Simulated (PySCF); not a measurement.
Species: C2H13NOSi3.
Z-matrix (Å and degrees, PBE0-D3(BJ)/def2-SVP geometry), rows numbered from 1:
```
C 
N   1  1.4438
Si  2  1.7380  1  123.90
C   3  1.8779  2  108.54  1   -66.78
Si  4  1.8726  3  110.84  2   -39.16
O   5  1.6672  4  110.20  3  -167.89
Si  6  1.6514  5  146.28  4    93.58
H   1  1.1020  2  110.03  3    35.40
H   1  1.1077  2  114.12  3   -84.84
H   1  1.1027  2  111.33  3   152.95
H   2  1.0139  1  113.66  3   152.48
H   3  1.4944  2  105.64  1   174.77
H   3  1.5036  2  114.27  1    55.95
H   4  1.1040  3  109.02  2  -159.62
H   4  1.1031  3  111.38  2    82.85
H   5  1.4894  4  111.11  3    73.96
H   5  1.4964  4  110.01  3   -48.22
H   7  1.4954  6  110.72  5    56.99
H   7  1.4962  6  110.74  5   -63.37
H   7  1.4907  6  108.70  5   176.98
```

Level of theory: core-valence-separated Tamm–Dancoff BHandHLYP/aug-pcX-1 (pcseg-1 on H, def2-SVPD on Si) in PySCF, non-relativistic, gas phase, PBE0-D3(BJ)/def2-SVP geometry. No empirical shift is added; at this level the pattern usually sits a few eV under experiment.

List the carbon K-edge absorption lines.

```
E (eV)       f  core hole on  main final orbital
284.92  0.0073            C4         LUMO (64 %)
285.40  0.0283            C4       LUMO+5 (35 %)
285.62  0.0014            C4       LUMO+1 (45 %)
285.95  0.0012            C4              spread
286.14  0.0105            C1       LUMO+1 (72 %)
286.33  0.0202            C4              spread
286.48  0.0289            C4       LUMO+7 (35 %)
286.62  0.0039            C4              spread
286.75  0.0199            C1         LUMO (31 %)
286.78  0.0010            C4              spread
286.99  0.0343            C1       LUMO+7 (39 %)
```

The first line with a tenth or more of the strongest one's intensity is at 284.92 eV (f = 0.007), with the hole on C4 (sp3 carbon bound to silicon). The strongest listed is at 286.99 eV (f = 0.034; C1).

List the nitrogen K-edge absorption lines.

```
E (eV)       f  core hole on  main final orbital
399.15  0.0125            N2       LUMO+1 (64 %)
400.46  0.0124            N2         LUMO (34 %)
400.67  0.0162            N2              spread
400.83  0.0119            N2              spread
401.10  0.0024            N2       LUMO+2 (30 %)
401.39  0.0025            N2              spread
401.78  0.0010            N2              spread
```

The first line with a tenth or more of the strongest one's intensity is at 399.15 eV (f = 0.013), with the hole on N2 (silicon-bound nitrogen). The strongest listed is at 400.67 eV (f = 0.016; N2).

What does the O 1s absorption edge look like?

```csv
E (eV),f,core hole on,main final orbital
532.21,0.0041,O6,LUMO (40 %)
533.64,0.0102,O6,spread
533.77,0.0246,O6,spread
533.81,0.0147,O6,spread
534.06,0.0058,O6,spread
534.39,0.0031,O6,LUMO+11 (38 %)
534.56,0.0004,O6,LUMO+3 (41 %)
```

The first line with a tenth or more of the strongest one's intensity is at 532.21 eV (f = 0.004), with the hole on O6 (siloxane oxygen). The strongest listed is at 533.77 eV (f = 0.025; O6).

Roots within 0.03 eV whose holes lie on the same, on equivalent or on shared atoms are summed into one line, and the highest roots are left out, as the search may have cut off their partners. Final orbitals are the ground state's empty Kohn–Sham orbitals.

What are the wavelength and the wavenumber of the 285.40 eV line?

λ = 12398.42 eV Å/285.40 eV = 43.442 Å; 2.3019 × 10⁶ cm⁻¹.

The ionisation thresholds weren't computed; near and above them a finite basis only mimics Rydberg series and continuum.

One conformer stands for the species.
